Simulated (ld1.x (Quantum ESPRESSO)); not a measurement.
# Reading a pseudo-wave (Sm)

Columns: radius, all-electron u(r) and pseudo u(r) of the 4f shell (level -5.92 eV) of samarium in the configuration [Kr] 4d10 4f6 5s2 5p6 5d0 6s2 6p0; LDA (PZ), non-relativistic, TM scheme, ld1.x (Quantum ESPRESSO) 7.5.

```
r (bohr)  all-electron  pseudo
   0.110        0.0830  0.0176
   0.220        0.4026  0.2067
   0.330        0.7355  0.6239
   0.440        0.9453  0.9845
   0.550        1.0290  1.0961
   0.660        1.0272  1.0534
   0.770        0.9783  0.9808
   0.880        0.9072  0.9072
   0.990        0.8283  0.8283
   1.100        0.7493  0.7493
   1.210        0.6742  0.6742
   1.320        0.6049  0.6049
   1.430        0.5418  0.5418
   1.540        0.4850  0.4850
   1.650        0.4343  0.4343
   1.760        0.3890  0.3890
   1.870        0.3488  0.3488
   1.980        0.3131  0.3131
   2.090        0.2813  0.2813
   2.200        0.2531  0.2531
   2.310        0.2280  0.2280
   2.420        0.2056  0.2056
   2.530        0.1857  0.1857
   2.640        0.1679  0.1679
   2.750        0.1521  0.1521
   2.860        0.1379  0.1379
```

Task: How many radial nodes do the two functions have?

Result: The all-electron 4f function has n − l − 1 = 0; the pseudo-wave has 0.

Task: At about which radius was the pseudo-wave matched?

Result: 0.90 bohr, where the columns begin to agree (steps of 0.11 bohr).

Task: Where does each function peak?

Result: Outermost all-electron maximum near 0.55 bohr, pseudo maximum near 0.55 bohr (to the table’s step).

Task: Is the pseudo-wave norm-conserving?

Result: Yes: the TM scheme keeps the norm inside the radius equal to the all-electron one, which fixes the energy derivative of the logarithmic derivative at the level.
